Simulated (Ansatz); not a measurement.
Nudged elastic band run: LiBe16

The input (input.yaml):

```yaml
crystal:
  lattice:
    - [-2.29, -3.966396, 0.0]
    - [3.435, -1.983198, 0.0]
    - [0.0, 0.0, 7.17686]
  atoms:
    - { symbol: Be, position: [0.74128354, 0.48933859, -0.00143342] }
    - { symbol: Be, position: [0.51037508, 0.2983994, 0.24319655] }
    - { symbol: Be, position: [0.74172283, 0.48894113, 0.48835455] }
    - { symbol: Be, position: [0.57448088, 0.29195407, 0.74365245] }
    - { symbol: Be, position: [0.51208004, -0.01627963, -0.00183231] }
    - { symbol: Be, position: [0.266448, 0.78415493, 0.24272111] }
    - { symbol: Be, position: [0.51165911, -0.01629003, 0.48781366] }
    - { symbol: Be, position: [0.18925969, 1.11064362, 0.74225547] }
    - { symbol: Be, position: [0.25533267, 0.42831617, -0.00281178] }
    - { symbol: Be, position: [0.00798724, 0.2904908, 0.2430782] }
    - { symbol: Be, position: [0.2551561, 0.42863415, 0.48898312] }
    - { symbol: Be, position: [-0.0232631, 0.49725005, 0.74381734] }
    - { symbol: Be, position: [0.01683601, -0.07226596, -0.00393558] }
    - { symbol: Be, position: [0.76239199, 0.80566289, 0.24300037] }
    - { symbol: Be, position: [0.01694275, -0.07231325, 0.48889072] }
    - { symbol: Be, position: [0.78190295, 0.89100743, 0.74242178] }
    - { symbol: Li, position: [0.3763154, 0.70176755, 0.74309817] }
basis:
  ecutwfc: 420.0
kpoints:
  mp_grid: { grid: [4, 4, 3] }
hamiltonian:
  xc: pbe
scf:
  occupations: { method: gaussian, width: 0.1 }
  lower_state_search: "off"
  max_iter: 58
neb:
  images: 3
  f_tol: 0.05
  max_iterations: 50
  order_check: false
  spring: 0.1
  optimiser: fire
  final_atoms:
    - { symbol: Be, position: [0.78151817, 0.44258476, -0.00780849] }
    - { symbol: Be, position: [0.5115423, 0.34979871, 0.24777468] }
    - { symbol: Be, position: [0.76181319, 0.52752775, 0.49279323] }
    - { symbol: Be, position: [0.51114411, 0.34975188, 0.73765083] }
    - { symbol: Be, position: [0.57393731, 0.0418539, -0.0064708] }
    - { symbol: Be, position: [0.25455874, 0.90515308, 0.24693953] }
    - { symbol: Be, position: [0.5095966, 0.035135, 0.49296821] }
    - { symbol: Be, position: [0.25445227, 0.90490929, 0.73879334] }
    - { symbol: Be, position: [0.18884038, 0.22308105, -0.0079607] }
    - { symbol: Be, position: [0.01614207, 0.40563653, 0.24583152] }
    - { symbol: Be, position: [0.26582301, 0.54916903, 0.49250243] }
    - { symbol: Be, position: [0.01639969, 0.4056787, 0.73868132] }
    - { symbol: Be, position: [-0.02393873, -0.16319485, -0.00653103] }
    - { symbol: Be, position: [0.74060321, 0.84398828, 0.24835414] }
    - { symbol: Be, position: [0.00724655, 0.04276627, 0.49282952] }
    - { symbol: Be, position: [0.74096695, 0.84435554, 0.73810952] }
    - { symbol: Li, position: [0.37585523, 0.63191217, 0.99277805] }
```

Launched with:

```bash
$ ansatz run input.yaml --threads 1 --pin off --max-ram 3072MiB --backend cpu --events-out ev --progress --plain --runs-dir out
```

Output, in part (warnings, iteration lines):

```
NEB end point (image 0): max|allowed force component| = 9.131e-3 eV/Å (the criterion of neb.relax_end_points is 1.000e-2)
NEB end point (image 4): max|allowed force component| = 1.131e-2 eV/Å (the criterion of neb.relax_end_points is 1.000e-2)
NEB iter   1: max|band force component| = 1.281e0 eV/Å  barrier→ = 1.3220 eV  barrier← = 1.3220 eV  Δτ_max = 0.0219 Å  (30 SCF iters)
NEB iter   2: max|band force component| = 9.815e-1 eV/Å  barrier→ = 1.1783 eV  barrier← = 1.1783 eV  Δτ_max = 0.0393 Å  (15 SCF iters)
NEB iter   3: max|band force component| = 5.528e-1 eV/Å  barrier→ = 0.9993 eV  barrier← = 0.9993 eV  Δτ_max = 0.0490 Å  (15 SCF iters)
NEB iter   4: max|band force component| = 5.291e-1 eV/Å  barrier→ = 0.8923 eV  barrier← = 0.8923 eV  Δτ_max = 0.0481 Å  (15 SCF iters)
NEB iter   5: max|band force component| = 5.609e-1 eV/Å  barrier→ = 0.8631 eV  barrier← = 0.8631 eV  Δτ_max = 0.0023 Å  (15 SCF iters)
NEB iter   6: max|band force component| = 5.082e-1 eV/Å  barrier→ = 0.8548 eV  barrier← = 0.8549 eV  Δτ_max = 0.0044 Å  (12 SCF iters)
NEB iter   7: max|band force component| = 4.081e-1 eV/Å  barrier→ = 0.8407 eV  barrier← = 0.8407 eV  CI = image 2  Δτ_max = 0.0062 Å  (15 SCF iters)
NEB iter   8: max|band force component| = 2.782e-1 eV/Å  barrier→ = 0.8246 eV  barrier← = 0.8246 eV  CI = image 2  Δτ_max = 0.0075 Å  (15 SCF iters)
NEB iter   9: max|band force component| = 2.365e-1 eV/Å  barrier→ = 0.8107 eV  barrier← = 0.8107 eV  CI = image 2  Δτ_max = 0.0083 Å  (15 SCF iters)
NEB iter  10: max|band force component| = 2.236e-1 eV/Å  barrier→ = 0.8016 eV  barrier← = 0.8016 eV  CI = image 2  Δτ_max = 0.0084 Å  (15 SCF iters)
NEB iter  11: max|band force component| = 2.706e-1 eV/Å  barrier→ = 0.7969 eV  barrier← = 0.7969 eV  CI = image 2  Δτ_max = 0.0090 Å  (15 SCF iters)
NEB iter  12: max|band force component| = 2.985e-1 eV/Å  barrier→ = 0.7936 eV  barrier← = 0.7936 eV  CI = image 2  Δτ_max = 0.0100 Å  (15 SCF iters)
NEB iter  13: max|band force component| = 3.042e-1 eV/Å  barrier→ = 0.7881 eV  barrier← = 0.7881 eV  CI = image 2  Δτ_max = 0.0118 Å  (15 SCF iters)
NEB iter  14: max|band force component| = 2.284e-1 eV/Å  barrier→ = 0.7782 eV  barrier← = 0.7782 eV  CI = image 2  Δτ_max = 0.0131 Å  (15 SCF iters)
NEB iter  15: max|band force component| = 1.811e-1 eV/Å  barrier→ = 0.7655 eV  barrier← = 0.7655 eV  CI = image 2  Δτ_max = 0.0141 Å  (15 SCF iters)
NEB iter  16: max|band force component| = 2.414e-1 eV/Å  barrier→ = 0.7553 eV  barrier← = 0.7553 eV  CI = image 2  Δτ_max = 0.0144 Å  (15 SCF iters)
NEB iter  17: max|band force component| = 2.567e-1 eV/Å  barrier→ = 0.7500 eV  barrier← = 0.7500 eV  CI = image 2  Δτ_max = 0.0170 Å  (15 SCF iters)
NEB iter  18: max|band force component| = 2.674e-1 eV/Å  barrier→ = 0.7441 eV  barrier← = 0.7441 eV  CI = image 2  Δτ_max = 0.0200 Å  (15 SCF iters)
NEB iter  19: max|band force component| = 1.555e-1 eV/Å  barrier→ = 0.7339 eV  barrier← = 0.7339 eV  CI = image 2  Δτ_max = 0.0032 Å  (15 SCF iters)
NEB iter  20: max|band force component| = 1.145e-1 eV/Å  barrier→ = 0.7308 eV  barrier← = 0.7308 eV  CI = image 2  Δτ_max = 0.0050 Å  (13 SCF iters)
NEB iter  21: max|band force component| = 8.215e-2 eV/Å  barrier→ = 0.7268 eV  barrier← = 0.7268 eV  CI = image 2  Δτ_max = 0.0065 Å  (15 SCF iters)
NEB iter  22: max|band force component| = 1.109e-1 eV/Å  barrier→ = 0.7237 eV  barrier← = 0.7237 eV  CI = image 2  Δτ_max = 0.0077 Å  (15 SCF iters)
NEB iter  23: max|band force component| = 1.074e-1 eV/Å  barrier→ = 0.7202 eV  barrier← = 0.7202 eV  CI = image 2  Δτ_max = 0.0084 Å  (15 SCF iters)
NEB iter  24: max|band force component| = 1.180e-1 eV/Å  barrier→ = 0.7153 eV  barrier← = 0.7153 eV  CI = image 2  Δτ_max = 0.0089 Å  (15 SCF iters)
NEB iter  25: max|band force component| = 1.067e-1 eV/Å  barrier→ = 0.7096 eV  barrier← = 0.7096 eV  CI = image 2  Δτ_max = 0.0102 Å  (15 SCF iters)
NEB iter  26: max|band force component| = 8.335e-2 eV/Å  barrier→ = 0.7034 eV  barrier← = 0.7034 eV  CI = image 2  Δτ_max = 0.0138 Å  (15 SCF iters)
NEB iter  27: max|band force component| = 1.072e-1 eV/Å  barrier→ = 0.6956 eV  barrier← = 0.6956 eV  CI = image 2  Δτ_max = 0.0178 Å  (15 SCF iters)
NEB iter  28: max|band force component| = 1.041e-1 eV/Å  barrier→ = 0.6847 eV  barrier← = 0.6847 eV  CI = image 2  Δτ_max = 0.0216 Å  (15 SCF iters)
NEB iter  29: max|band force component| = 9.515e-2 eV/Å  barrier→ = 0.6710 eV  barrier← = 0.6710 eV  CI = image 2  Δτ_max = 0.0275 Å  (15 SCF iters)
NEB iter  30: max|band force component| = 1.177e-1 eV/Å  barrier→ = 0.6554 eV  barrier← = 0.6554 eV  CI = image 2  Δτ_max = 0.0340 Å  (15 SCF iters)
NEB iter  31: max|band force component| = 1.013e-1 eV/Å  barrier→ = 0.6378 eV  barrier← = 0.6378 eV  CI = image 2  Δτ_max = 0.0406 Å  (15 SCF iters)
NEB iter  32: max|band force component| = 8.742e-2 eV/Å  barrier→ = 0.6261 eV  barrier← = 0.6261 eV  CI = image 2  Δτ_max = 0.0455 Å  (15 SCF iters)
NEB iter  33: max|band force component| = 1.397e-1 eV/Å  barrier→ = 0.6217 eV  barrier← = 0.6218 eV  CI = image 2  Δτ_max = 0.0115 Å  (15 SCF iters)
NEB iter  34: max|band force component| = 8.893e-2 eV/Å  barrier→ = 0.6157 eV  barrier← = 0.6157 eV  CI = image 2  Δτ_max = 0.0170 Å  (15 SCF iters)
NEB iter  35: max|band force component| = 8.097e-2 eV/Å  barrier→ = 0.6121 eV  barrier← = 0.6121 eV  CI = image 2  Δτ_max = 0.0199 Å  (15 SCF iters)
NEB iter  36: max|band force component| = 1.001e-1 eV/Å  barrier→ = 0.6118 eV  barrier← = 0.6119 eV  CI = image 2  Δτ_max = 0.0077 Å  (15 SCF iters)
NEB iter  37: max|band force component| = 1.001e-1 eV/Å  barrier→ = 0.6096 eV  barrier← = 0.6096 eV  CI = image 2  Δτ_max = 0.0084 Å  (15 SCF iters)
NEB iter  38: max|band force component| = 1.528e-1 eV/Å  barrier→ = 0.6088 eV  barrier← = 0.6088 eV  CI = image 2  Δτ_max = 0.0029 Å  (14 SCF iters)
NEB iter  39: max|band force component| = 8.641e-2 eV/Å  barrier→ = 0.6087 eV  barrier← = 0.6087 eV  CI = image 2  Δτ_max = 0.0045 Å  (11 SCF iters)
NEB iter  40: max|band force component| = 5.622e-2 eV/Å  barrier→ = 0.6084 eV  barrier← = 0.6084 eV  CI = image 2  Δτ_max = 0.0039 Å  (11 SCF iters)
NEB iter  41: max|band force component| = 9.658e-2 eV/Å  barrier→ = 0.6081 eV  barrier← = 0.6082 eV  CI = image 2  Δτ_max = 0.0040 Å  (12 SCF iters)
NEB iter  42: max|band force component| = 8.012e-2 eV/Å  barrier→ = 0.6078 eV  barrier← = 0.6079 eV  CI = image 2  Δτ_max = 0.0047 Å  (12 SCF iters)
NEB iter  43: max|band force component| = 3.152e-2 eV/Å  barrier→ = 0.6075 eV  barrier← = 0.6076 eV  CI = image 2  Δτ_max = 0.0000 Å  (12 SCF iters)
```

The run converged. The order of the stationary point at the top wasn't checked. Limits of this set-up: coarse k mesh.

Final band (atoms are numbered from 1 in the order of the input):

```tsv
image	path coordinate (Å)	energy (eV)	Be7–Li17 (Å)	Be11–Li17 (Å)	Be2–Li17 (Å)
0	0.00	0.00	2.23	2.19	3.98
1	0.89	0.26	2.56	2.32	3.64
2	1.70	0.61	3.12	2.66	3.12
3	2.51	0.25	3.64	3.21	2.56
4	3.41	0.00	3.97	3.64	2.23
```

The run took 13 min on 1 thread of Arm Neoverse V2 (shared host), peak memory 0.52 GiB.
